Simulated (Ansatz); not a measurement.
Isolated molecules relaxed with PBE0-D4/def2-TZVP in Ansatz; ΔE leaves out vibrations. CCSD(T)/CBS adds triple-zeta CCSD(T) − MP2 to the extrapolated MP2 energy (def2 sets, frozen cores). This one scheme is used for every species. Functionals use def2-TZVPP. For Br outer-core shells are correlated without core-valence functions, which leaves a few kJ/mol of doubt a bond. Scalar relativity is left out up to krypton.

Reaction (formal loss of a carbene): `FC(F)Br` → `F[C]F` + HBr

(1) Is it downhill or uphill in electronic energy at CCSD(T)/CBS, and by how much? (Best estimate.)

(2) What do these levels give: PBE-D4, r2SCANh-D4, PBE-QIDH, HF/def2-TZVPP, MP2/def2-TZVPP, SCS-MP2/def2-QZVPP? (Best estimate.)

Largest T1 diagnostic among the species: 0.017.

## Answers

(1) Computed: Uphill: ΔE = +2.21 eV.

(2) Ansatz gave: PBE-D4 2.38, r2SCANh-D4 2.42, PBE-QIDH 2.43, HF/def2-TZVPP 1.83, MP2/def2-TZVPP 2.38, SCS-MP2/def2-QZVPP 2.29 eV.

From r2SCAN to r2SCAN0 (25 % exact exchange), in def2-TZVPP and without D4, ΔE moves by +0.03 eV. At CCSD(T), def2-SVP lies −0.18 eV from the extrapolated value and def2-TZVPP −0.07 eV. Leaving LDA and LC-ωPBE aside and taking each functional with its dispersion term where it has one, the values, not all of them listed here, spread over 0.29 eV, from BLYP-D4 to r2SCAN0-D4. LDA lies +0.47 eV from PBE without D4.
